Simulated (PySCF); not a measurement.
C₅H₅O₃S₂ (charge -1).
SMILES with atom numbers: `[CH3:1][S:2](=[O:3])(=[O:4])[c:5]1[cH:6][cH:7][c:8]([O-:9])[s:10]1` (hydrogens: H11, H12, H13 on C1; H14 on C6; H15 on C7)

The calculation used PBE0-D3(BJ)/def2-SVP geometry optimisation, gas phase in PySCF 2.14.0.

Question: List the bond lengths, angles and torsions at this level.

Answer: 
```tsv
bond	length (Å)	order
C1–S2	1.801	single
S2=O3, S2=O4	1.470	double
S2–C5	1.710	single
C5–C6	1.389	aromatic
C6–C7	1.392	aromatic
C7–C8	1.428	aromatic
C8–O9	1.218	single
C8–S10	1.865	aromatic
C5–S10	1.749	aromatic
C1–H11, C1–H12, C1–H13	1.098	single
C6–H14	1.092	single
C7–H15	1.091	single
```

Bonds in one row agree within 0.01 Å and their mean is given. Orders are formal, as drawn. A selection of angles:
```tsv
angle	degrees
C1–S2–O3	105.7
C1–S2–C5	105.9
O3–S2–O4	119.5
O3–S2–C5	108.9
O4–S2–C5	111.2
S2–C5–C6	123.7
S2–C5–S10	122.9
C6–C5–S10	111.7
C5–C6–C7	114.9
C6–C7–C8	115.4
C7–C8–O9	132.3
C7–C8–S10	106.3
O9–C8–S10	121.4
C5–S10–C8	91.6
```

Torsions: C1–S2–C5–C6 93° (anticlinal). The mirror-image conformer, all signs reversed, is as good.

C5 (substituted aromatic carbon) is almost planar (angles 123.7°, 122.9° and 111.7°, sum 358.3°, 0.12 Å off the plane of its three neighbours). S2 (sulfonyl sulfur) is distorted tetrahedral (angles from 104.5° to 119.5°). The 5-membered ring C5–C6–C7–C8–S10 has internal angles of 91.6° to 115.4° (sum 540°, against 540° for a flat polygon); it is planar, 0.01 Å rms from its mean plane, widest ring torsion 2°. C8 (aromatic carbon bearing oxygen) is planar (angles 132.3°, 121.4° and 106.3°, sum 360.0°, 0.01 Å off the plane of its three neighbours). C6 (aromatic CH carbon) is planar (angles 124.7°, 120.3° and 114.9°, sum 360.0°, 0.00 Å off the plane of its three neighbours). The 4 C–S bonds span 1.710 Å (S2–C5, drawn single) to 1.865 Å (C8–S10, aromatic), a spread of 0.155 Å. Of the pairs four or more bonds apart, O3···H14 is among the closest relative to their van der Waals radii: 2.64 Å, 97 % of the sum of Bondi's values.

Point group: C1 (no symmetry element, even within 0.4 Å). No PBE0-D3(BJ)/def2-SVP frequencies stand behind this structure, so it isn't proved a minimum. The geometry's basis has no diffuse functions, a weakness for an anion.
